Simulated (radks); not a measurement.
The numbers below are computed, except where a source is named.
All-electron atom: P3- in [Ar].

Code: a radial shooting solver on a logarithmic mesh with Libxc functionals. Model: non-relativistic Kohn-Sham, r2SCAN, spin-polarised, spherical densities, point nucleus; meta-GGA in the generalised Kohn-Sham scheme; Watson sphere of charge +3 and radius 3.95 bohr.

Energy parts (hartree; the electron-nucleus part includes the sphere):
part                      energy
total                 -354.11415
kinetic                340.99426
electron-nucleus      -839.00860
Hartree                167.66903
exchange-correlation   -23.76885

Orbitals (lengths in bohr, moments of r in powers of bohr; r(max) is where P^2 peaks):
orbital  occ.  eigenvalue (hartree)      <r^4>   r(max)     <r>
1s          2             -76.66265  0.0005478  0.06805  0.1040
2s          2              -6.37820     0.1891   0.4199  0.5195
2p          6              -4.52078     0.1907   0.3554  0.4850
3s          2              -0.44068      52.40    1.632   2.108
3p          6              -0.17010      225.8    2.101   2.987

The highest occupied level is 3p at -4.629 eV. The electron density at the nucleus is 2186 e/bohr^3. Summed over all electrons, <r^2> = 78.06 bohr^2, which gives a Langevin (diamagnetic) susceptibility term of -61.8 x 10^-6 cm^3/mol.
